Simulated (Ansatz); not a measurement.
Consider the formal exchange of groups at the Si–F bond: `O=C=N[SiH](F)Cl` + `F/C=C/C(F)=C\F` → `O=C=N[SiH2]Cl` + `F/C=C(/F)C=C(F)F`.

Program: Ansatz. Geometries: PBE0-D4/def2-TZVP. ΔE: electronic, gas phase. CBS: MP2 limit from def2 TZ/QZ plus the TZ coupled-cluster correction, frozen cores. This one scheme is used for every species. Double bonds are as drawn, so ΔE can hold a change between cis and trans. Functionals use def2-TZVPP. B3LYP here is the variant with VWN-RPA as its local correlation; programs differ in this. Each species was taken in one conformer, which may not be the lowest.

```csv
level,ΔE (kcal/mol),difference from CCSD(T)/CBS
B97M-V,50.4,-3.1
B3LYP-D4,50.5,-3.0
r2SCANh-D4,49.9,-3.6
r2SCAN0-D4,50.3,-3.2
BHLYP-D4,52.1,-1.4
CAM-B3LYP-D4,50.7,-2.8
ωB97M-V,50.4,-3.1
r2SCAN,49.5,-4.0
BHLYP,51.9,-1.6
LC-ωPBE,49.1,-4.4
CCSD/def2-SVP,45.0,-8.5
CCSD(T)/def2-SVP,44.4,-9.1
MP2/def2-TZVPP,53.3,-0.2
HF/def2-QZVPP,53.2,-0.3
MP2/def2-QZVPP,54.5,1.0
SCS-MP2/def2-QZVPP,54.0,0.5
CCSD(T)/CBS,53.5,0
```

Largest T1 diagnostic among the species: 0.014.

From r2SCAN to r2SCAN0 (25 % exact exchange), in def2-TZVPP and without D4, ΔE moves by +0.8 kcal/mol. At CCSD(T), def2-SVP lies −9.1 kcal/mol from the extrapolated value and def2-TZVPP −1.7 kcal/mol.
